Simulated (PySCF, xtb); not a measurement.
CH₅ISi, SMILES C[SiH2]I.

GFN2-xTB (xtb 6.7.1) at its own geometry gives an orbital gap of 5.35 eV and a dipole moment of 5.71 D.

The structure is a stationary point at B3LYP-D3(BJ)/def2-SVP. The def2 effective core potentials stand for the cores of I; spin–orbit coupling is left out.

### Question
What does HF/def2-TZVPD run with PySCF give? (Estimate from the structure and the level; the computed values follow.)

### Answer
gap 11.34 eV (levels -10.03 and 1.31 eV), dipole 2.22 D.
